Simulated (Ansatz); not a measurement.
Computed with Ansatz on PBE0-D4/def2-TZVP structures; ΔE is electronic, products minus reactants. CCSD(T)/CBS is the MP2 limit (def2-TZVPP, def2-QZVPP) plus CCSD(T) − MP2 in def2-TZVPP, frozen cores. This one scheme is used for every species. For Ge outer-core shells are correlated without core-valence functions, which leaves a few kJ/mol of doubt a bond. Scalar relativity is left out up to krypton. Each species was taken in one conformer, which may not be the lowest.

`C[SiH](F)[GeH3]` + H₂S → `F[SiH](S)[GeH3]` + CH₄  (ligand exchange at the Si–C bond)

`C[SiH](F)[GeH3]`:

Z-matrix (Å, degrees):
```
C
Si 1 1.858
H 1 1.094 2 110.0
H 1 1.093 2 110.7 3 119.4
H 1 1.092 2 111.3 3 -119.8
F 2 1.609 1 108.8 3 -177.7
Ge 2 2.382 1 112.3 3 62.6
H 2 1.488 1 110.4 3 -60.8
H 7 1.539 2 111.0 1 57.3
H 7 1.540 2 109.7 1 -61.8
H 7 1.537 2 111.6 1 178.4
```

H₂S:

```xyz
3

S    -0.512   -0.106    0.333
H     0.788    0.013    0.640
H    -0.276    0.093   -0.973
```

`F[SiH](S)[GeH3]`:

Z-matrix (Å, degrees):
```
Si
S 1 2.123
Ge 1 2.377 2 111.0
F 1 1.604 2 111.6 3 -120.7
H 1 1.482 2 104.3 3 123.6
H 2 1.344 1 95.0 3 43.3
H 3 1.536 1 111.6 2 -171.2
H 3 1.536 1 109.3 2 67.9
H 3 1.538 1 109.1 2 -50.8
```

CH₄:

Z-matrix (Å, degrees):
```
C
H 1 1.090
H 1 1.090 2 109.5
H 1 1.090 2 109.5 3 -120.0
H 1 1.090 2 109.5 3 120.0
```

```json
{"species": "`C[SiH](F)[GeH3]`", "CCSD(T)/CBS(def2) energy (Eh)": "-2507.31933"}
{"species": "H₂S", "CCSD(T)/CBS(def2) energy (Eh)": "-398.97279"}
{"species": "`F[SiH](S)[GeH3]`", "CCSD(T)/CBS(def2) energy (Eh)": "-2865.85574"}
{"species": "CH₄", "CCSD(T)/CBS(def2) energy (Eh)": "-40.46206"}
```

(1) Work out ΔE.

Largest T1 diagnostic among the species: 0.012.

Answers

(1) ΔE = (-2865.85574) + (-40.46206) − (-2507.31933) − (-398.97279) = -0.02568 Eh = -67.4 kJ/mol.
